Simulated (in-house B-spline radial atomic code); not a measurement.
**O III (O2+): [He] 2s1 2p2 5f1 (an excited or competing configuration)**

Computed with an all-electron radial atomic-structure program (B-spline basis): Dirac-Hartree-Fock, average of configuration, Fermi nucleus of rms radius 2.6991 fm.

Effective charges: Z_r = [3n² - l(l+1)]/(2<r>) from the radius, Z_e = n√(-2ε) from the energy, and Slater's rules. Values are occupation-weighted means over j.

```json
{"shell": "1s", "electrons": "2", "ε (eV)": "-630.03", "<r> (bohr)": "0.1981", "Z_r": "7.57", "Z_e": "6.80", "Slater": "7.70"}
{"shell": "2s", "electrons": "1", "ε (eV)": "-87.097", "<r> (bohr)": "0.9796", "Z_r": "6.13", "Z_e": "5.06", "Slater": "5.60"}
{"shell": "2p", "electrons": "2", "ε (eV)": "-71.792", "<r> (bohr)": "0.921", "Z_r": "5.43", "Z_e": "4.59", "Slater": "5.60"}
{"shell": "5f", "electrons": "1", "ε (eV)": "-4.9035", "<r> (bohr)": "10.48", "Z_r": "3.01", "Z_e": "3.00", "Slater": "3.00"}
```

The least bound orbital is 5f7/2 at -4.903 eV, and it is also the most diffuse (<r> = 10.48 bohr).

Spin-orbit splittings of the orbital energies (j = l + 1/2 above j = l - 1/2 when positive): 2p 0.05656 eV, 5f 3.792e-05 eV.

For the 1s electron the small component carries 0.078 % of the norm, the zero-frequency Breit interaction raises the level by 0.1759 eV, self-energy by 0.06469 eV, and vacuum polarisation lowers it by 0.003163 eV.
